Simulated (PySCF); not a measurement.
1-bromo-1,1-dichloroethane (C2H3BrCl2), SMILES CC(Cl)(Cl)Br.

Coordinates come from a B3LYP-D3(BJ)/def2-SVP optimisation.

The numbers are results of PySCF 2.14.0 with TDDFT-CAM-B3LYP/def2-SVPD, not measurements.

Vertical excitations.  State labels are in the subgroup Cs.

Computed excitation energies, oscillator strengths and character:
```tsv
state	symmetry	energy (eV)	λ (nm)	f	main pairs
S1	A"	5.33	233	0.002	HOMO→LUMO 93 %
S2	A'	5.45	228	0.003	HOMO−1→LUMO 92 %
S3	A"	6.41	193	0.006	HOMO−2→LUMO 78 %
S4	A'	6.62	187	0.039	HOMO−3→LUMO 72 %
S5	A"	6.78	183	0.000	HOMO→LUMO+1 44 %, HOMO−4→LUMO 29 %, HOMO−3→LUMO+2 7 %
S6	A'	7.06	176	0.021	HOMO−5→LUMO 41 %, HOMO→LUMO+2 19 %, HOMO−2→LUMO+2 13 %, HOMO−1→LUMO+1 8 %
S7	A"	7.33	169	0.006	HOMO−4→LUMO 35 %, HOMO→LUMO+1 29 %, HOMO−2→LUMO+1 19 %, HOMO−2→LUMO 7 %
S8	A'	7.35	169	0.031	HOMO−1→LUMO+1 39 %, HOMO−3→LUMO 17 %, HOMO−5→LUMO 16 %, HOMO−3→LUMO+1 10 %
S9	A'	7.51	165	0.001	HOMO→LUMO+2 52 %, HOMO−1→LUMO+1 30 %, HOMO−5→LUMO 9 %
S10	A"	7.55	164	0.001	HOMO−2→LUMO+1 57 %, HOMO−4→LUMO 18 %, HOMO→LUMO+1 11 %
T1	A"	4.68	265	0	HOMO→LUMO 88 %
T2	A'	4.76	260	0	HOMO−1→LUMO 89 %
T3	A'	5.76	215	0	HOMO−3→LUMO 71 %
T4	A"	5.82	213	0	HOMO−2→LUMO 54 %, HOMO−2→LUMO+1 21 %, HOMO→LUMO+1 8 %
```
Triplets are in the Tamm–Dancoff approximation, which puts them higher than full response would, so one can lie above its singlet here.
